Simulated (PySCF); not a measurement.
Spinor energies of Ni(9+) (nickel, charge +9)

Start: [Ar] 3d1; 3d5/2 filled at m_j = +5/2. Calculated with PySCF 2.14 in an even-tempered Gaussian basis (17 s from 0.53 bohr⁻², ratio 2.8; 12 p from 0.69 bohr⁻², ratio 2.8; 8 d from 0.69 bohr⁻², ratio 2.8; 4 f from 2 bohr⁻², ratio 3): generalised Hartree-Fock with the X2C-1e Hamiltonian and a Gaussian nucleus; one run each with spin-orbit coupling (SO) screened by Boettger's factors, then bare. This is a chosen level, not necessarily the ground level.

| spinor shell | electrons | ε, screened SO (eV) | ε, bare SO (eV) | weight of nominal j (bare SO) | rms radius, bare SO (bohr) |
| --- | --- | --- | --- | --- | --- |
| 1s1/2 | 2 | -8631.3 | -8631.3 | 1.000 | 0.0624 |
| 2s1/2 | 2 | -1284.6 | -1284.7 | 1.000 | 0.264 |
| 2p1/2 | 2 | -1145.1 | -1146.1 | 0.998 | 0.235 |
| 2p3/2 | 4 | -1127.8 | -1127.4 | 0.999 | 0.238 |
| 3s1/2 | 2 | -338.86 | -338.87 | 1.000 | 0.728 |
| 3p1/2 | 2 | -290.11 | -290.24 | 0.866 | 0.739 |
| 3d5/2 | 1 | -224.54 | -224.45 | 1.000 | 0.728 |

Where does 3p3/2 lie, and what is the 3p spin-orbit splitting (bare SO)?

At -287.77 eV, 2.472 eV above 3p1/2.

```json
{"quantity": "E (hartree)", "screened SO": "-1490.53856", "bare SO": "-1490.54081"}
{"quantity": "M_J", "screened SO": "5/2", "bare SO": "5/2"}
{"quantity": "⟨J²⟩", "screened SO": "8.754", "bare SO": "8.754"}
{"quantity": "⟨L²⟩", "screened SO": "6.004", "bare SO": "6.004"}
{"quantity": "⟨S²⟩", "screened SO": "0.752", "bare SO": "0.752"}
```

Each row is a mean over spinors that exchange with the open shell spreads, by up to 8.758 eV (3p3/2).

Rows whose weight is well below 1 are mixtures of j = l ± 1/2: exchange outweighs spin-orbit coupling there, and the label is only the starting occupation.
